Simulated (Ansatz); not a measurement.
Cartesian coordinates in Å:
```
C 1.474 1.132 0.518
Al 0.094 -0.243 0.205
C -1.352 -0.437 1.533
C 0.553 -1.790 -0.929
Se -1.407 1.068 -1.676
H 2.193 0.783 1.268
H 1.059 2.071 0.899
H 2.053 1.365 -0.382
H -0.984 -0.983 2.409
H -2.208 -1.003 1.152
H -1.726 0.524 1.903
H 1.144 -1.516 -1.809
H -0.327 -2.341 -1.276
H 1.162 -2.503 -0.359
H -1.456 2.352 -0.965
H -0.272 1.520 -2.491
```

Total charge 0; spin multiplicity 1.

Problem. List the r2SCAN/def2-TZVPP orbital energies in eV (the Gaussian-basis code of Ansatz). (Best estimate.)

Solution. The calculation gave: Occupied: -12335.55, -1576.20, -1515.40, -1413.45, -1413.42, -1413.37, -271.60, -271.59, -271.59, -212.33, -155.79, -155.70, -155.50, -108.93, -69.28, -69.05, -69.04, -56.17, -56.14, -55.99, -55.92, -55.90, -19.72, -17.13, -16.80, -16.79, -11.81, -10.41, -9.50, -9.42, -9.39, -9.16, -9.15, -9.00, -8.98, -7.16, -6.10, -6.08. Lowest empty: -1.42, -0.71, 0.67, 1.16, 1.76, 1.84, 2.84, 2.92.
